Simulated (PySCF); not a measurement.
C$_{2}$H$_{5}$O$_{2}$ (SMILES CC(O)=[OH+]), charge +1, singlet, geometry from GFN2-xTB; PW6B95/def2-SV(P) run with PySCF.

PySCF was given this input:
```python
from pyscf import gto, scf, dft

mol = gto.M(
    atom='''
C    -0.05075687    0.03312616   -0.00106988
O     0.11377432    1.30478316   -0.05777828
O    -1.23877575   -0.41055690    0.02708311
H    -1.95695509    0.25637179    0.00329567
C     1.04903561   -0.93384435    0.03298616
H     2.03083415   -0.46821058    0.00540150
H     0.96274621   -1.55815232    0.92681972
H     0.94995395   -1.63357894   -0.80169884
H     1.02375979    1.65406907   -0.07975445
''',
    basis='def2-sv(p)',
    charge=1,
    verbose=4,
)

mf = dft.RKS(mol)
mf.xc = 'pw6b95'
mf.kernel()
```

What the program printed (banner, timings and long lists left out):

```
PySCF version 2.14.0

[INPUT] verbose = 4
[INPUT] num. atoms = 9
[INPUT] num. electrons = 32
[INPUT] charge = 1
[INPUT] spin (= nelec alpha-beta = 2S) = 0
[INPUT] symmetry False subgroup None
[INPUT] Mole.unit = angstrom
[INPUT] Symbol           X                Y                Z      unit          X                Y                Z       unit  Magmom
[INPUT]  1 C     -0.050756870000   0.033126160000  -0.001069880000 AA   -0.095916583240   0.062599369959  -0.002021780186 Bohr   0.0
[INPUT]  2 O      0.113774320000   1.304783160000  -0.057778280000 AA    0.215002304809   2.465682824345  -0.109185125148 Bohr   0.0
[INPUT]  3 O     -1.238775750000  -0.410556900000   0.027083110000 AA   -2.340946897253  -0.775840099550   0.051179660501 Bohr   0.0
[INPUT]  4 H     -1.956955090000   0.256371790000   0.003295670000 AA   -3.698109158174   0.484472469165   0.006227913697 Bohr   0.0
[INPUT]  5 C      1.049035610000  -0.933844350000   0.032986160000 AA    1.982389997816  -1.764710064472   0.062334808301 Bohr   0.0
[INPUT]  6 H      2.030834150000  -0.468210580000   0.005401500000 AA    3.837720347914  -0.884789764824   0.010207355662 Bohr   0.0
[INPUT]  7 H      0.962746210000  -1.558152320000   0.926819720000 AA    1.819326664363  -2.944481145156   1.751435437646 Bohr   0.0
[INPUT]  8 H      0.949953950000  -1.633578940000  -0.801698840000 AA    1.795152796449  -3.087016799457  -1.514991241982 Bohr   0.0
[INPUT]  9 H      1.023759790000   1.654069070000  -0.079754450000 AA    1.934625620442   3.125737533414  -0.150714067715 Bohr   0.0

nuclear repulsion = 131.027429317806
number of shells = 34
number of NR pGTOs = 116
number of NR cGTOs = 66
basis = def2-sv(p)
ecp = {}

******** <class 'pyscf.dft.rks.RKS'> ********
method = RKS
initial guess = minao
damping factor = 0
level_shift factor = 0
DIIS = <class 'pyscf.scf.diis.CDIIS'>
diis_start_cycle = 1
diis_space = 8
diis_damp = 0
SCF conv_tol = 1e-09
SCF conv_tol_grad = None
SCF max_cycles = 50
direct_scf = True
direct_scf_tol = 1e-13
XC library pyscf.dft.libxc version 7.1.2
    S. Lehtola, C. Steigemann, M. J. T. Oliveira, and M. A. L. Marques,  SoftwareX 7, 1–5 (2018)
XC functionals = pw6b95
    Y. Zhao and D. G. Truhlar,  J. Phys. Chem. A 109, 5656 (2005)
radial grids:
    Treutler-Ahlrichs [JCP 102, 346 (1995); DOI:10.1063/1.469408] (M4) radial grids

becke partition: Becke, JCP 88, 2547 (1988); DOI:10.1063/1.454033
pruning grids: <function nwchem_prune>
grids dens level: 3
symmetrized grids: False
atomic radii adjust function: <function treutler_atomic_radii_adjust>
small_rho_cutoff = 0
Set gradient conv threshold to 3.16228e-05
Initial guess from minao.
tot grids = 105440
init E= -230.373547326732
  HOMO = -0.437139253080189  LUMO = -0.0722589514980503  gap/eV = 9.92890
cycle= 1 E= -229.348724500671  delta_E= 1.02  |g|= 0.773  |ddm|= 2.89
  HOMO = -0.564077153128128  LUMO = -0.299155912700426  gap/eV = 7.20887
cycle= 2 E= -229.233996015154  delta_E= 0.115  |g|= 1.12  |ddm|= 1.33
  HOMO = -0.628337714325765  LUMO = -0.270323586892369  gap/eV = 9.74206
cycle= 3 E= -229.464426612693  delta_E= -0.23  |g|= 0.0745  |ddm|= 0.794
  HOMO = -0.632968884333684  LUMO = -0.268666682813374  gap/eV = 9.91317
cycle= 4 E= -229.465418974352  delta_E= -0.000992  |g|= 0.0333  |ddm|= 0.0828
  HOMO = -0.633289687290371  LUMO = -0.267821000945447  gap/eV = 9.94491
cycle= 5 E= -229.465657942045  delta_E= -0.000239  |g|= 0.00876  |ddm|= 0.0306
  HOMO = -0.632448553400018  LUMO = -0.267252116084402  gap/eV = 9.93750
cycle= 6 E= -229.465668828667  delta_E= -1.09e-05  |g|= 0.00441  |ddm|= 0.00938
  HOMO = -0.632637410085195  LUMO = -0.267161057297938  gap/eV = 9.94512
cycle= 7 E= -229.465672615456  delta_E= -3.79e-06  |g|= 0.000339  |ddm|= 0.00317
  HOMO = -0.632688980038896  LUMO = -0.267226147312759  gap/eV = 9.94475
cycle= 8 E= -229.465672636764  delta_E= -2.13e-08  |g|= 0.000108  |ddm|= 0.000417
  HOMO = -0.632670557274941  LUMO = -0.267199811320172  gap/eV = 9.94497
cycle= 9 E= -229.465672639549  delta_E= -2.78e-09  |g|= 2.45e-05  |ddm|= 0.000118
  HOMO = -0.632673809550591  LUMO = -0.267205253071346  gap/eV = 9.94491
cycle= 10 E= -229.465672639697  delta_E= -1.48e-10  |g|= 2.04e-06  |ddm|= 2.84e-05
  HOMO = -0.632673689941014  LUMO = -0.267205082662922  gap/eV = 9.94491
Extra cycle  E= -229.465672639699  delta_E= -1.93e-12  |g|= 1.46e-06  |ddm|= 4.13e-06
converged SCF energy = -229.465672639699
```
